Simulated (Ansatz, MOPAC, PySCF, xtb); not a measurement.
Torsion H4–O1–Ge2–Cl3 in ClGeHO (SMILES [OH][Ge][Cl]); at each angle all else is relaxed with GFN2-xTB, and the levels are single points there.
Geometry at 0° (charge 0, multiplicity 1):
```xyz
4

O     -1.030     0.140     0.212
Ge     0.458     1.004    -0.122
Cl     1.246    -0.209    -1.761
H     -1.406    -0.639    -0.194
```

On the grid 0° to 330°, 300° is the highest and 0° the lowest point at CCSD(T)/CBS(def2-TZVPP, def2-QZVPP).

Correlated levels freeze the cores. Filled d and f shells under p-block atoms count as core. Rows in 6-31G* carry no dispersion term and start afresh at each structure (6-31G* with six Cartesian d functions); the Pople sets are all-electron and without relativity. MP2/6-31G* freezes PySCF's default core, which leaves 3d correlated. The state that PM3 reach isn't checked.

The values were computed with Ansatz (Gaussian basis) for Hartree–Fock, density functionals and correlated methods; MOPAC for PM3 (differences of heats of formation); PySCF for 6-31G* rows; xtb for the GFN methods. Each number belongs to the level named beside it.

| level | energy at 300° less that at 0° (kcal/mol) |
|---|---|
| PM3 | 4.74 |
| GFN1-xTB | 4.13 |
| HF/6-31G* | 7.79 |
| BP86/6-31G* | ___ |
| B3LYP/6-31G* | 7.85 |
| MP2/6-31G* | ___ |
| CCSD/def2-SVP | 7.36 |
| CCSD(T)/def2-SVP | 7.47 |
| CCSD(T)/def2-TZVPP | 7.44 |

Q: What belongs in the gaps?

A: 
- BP86/6-31G*, energy at 300° less that at 0° (kcal/mol): 8.01
- MP2/6-31G*, energy at 300° less that at 0° (kcal/mol): 8.52

Ansatz is a program for electronic structure.
